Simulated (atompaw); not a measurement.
## Reading a pseudo-wave (P (Z = 15))

Columns: radius, all-electron u(r) and pseudo u(r) of the 2p shell (level -124.49 eV) of phosphorus in the configuration [He] 2s2 2p6 3s2 3p3; PBE, scalar-relativistic, PAW (atompaw) scheme, atompaw 4.2.0.5.

| r (bohr) | all-electron | pseudo |
| --- | --- | --- |
| 0.035 | 0.1023 | 0.0371 |
| 0.069 | 0.3106 | 0.1400 |
| 0.104 | 0.5537 | 0.3020 |
| 0.138 | 0.7769 | 0.4955 |
| 0.173 | 0.9733 | 0.7096 |
| 0.208 | 1.1292 | 0.9157 |
| 0.242 | 1.2416 | 1.0897 |
| 0.277 | 1.3199 | 1.2285 |
| 0.312 | 1.3648 | 1.3198 |
| 0.346 | 1.3815 | 1.3645 |
| 0.381 | 1.3761 | 1.3723 |
| 0.415 | 1.3534 | 1.3531 |
| 0.450 | 1.3163 | 1.3163 |
| 0.485 | 1.2687 | 1.2687 |
| 0.519 | 1.2153 | 1.2153 |
| 0.554 | 1.1554 | 1.1554 |
| 0.588 | 1.0943 | 1.0943 |
| 0.623 | 1.0300 | 1.0300 |
| 0.658 | 0.9656 | 0.9656 |
| 0.692 | 0.9038 | 0.9038 |
| 0.727 | 0.8416 | 0.8416 |
| 0.762 | 0.7816 | 0.7816 |
| 0.796 | 0.7256 | 0.7256 |
| 0.831 | 0.6707 | 0.6707 |
| 0.865 | 0.6202 | 0.6202 |
| 0.900 | 0.5711 | 0.5711 |

(1) How many radial nodes do the two functions have?

(2) At about which radius was the pseudo-wave matched?

(3) Where does each function peak?

(4) Is the pseudo-wave norm-conserving?

Answers

(1) The all-electron 2p function has n − l − 1 = 0; the pseudo-wave has 0.

(2) 0.45 bohr. The columns agree to 0.0005 from 0.41 bohr on; several derivatives are matched, so the curves merge somewhat inside the radius.

(3) Outermost all-electron maximum near 0.35 bohr, pseudo maximum near 0.38 bohr (to the table’s step).

(4) No, it belongs to a PAW set: the norm inside the radius is not constrained, and the difference is carried by the augmentation charge.
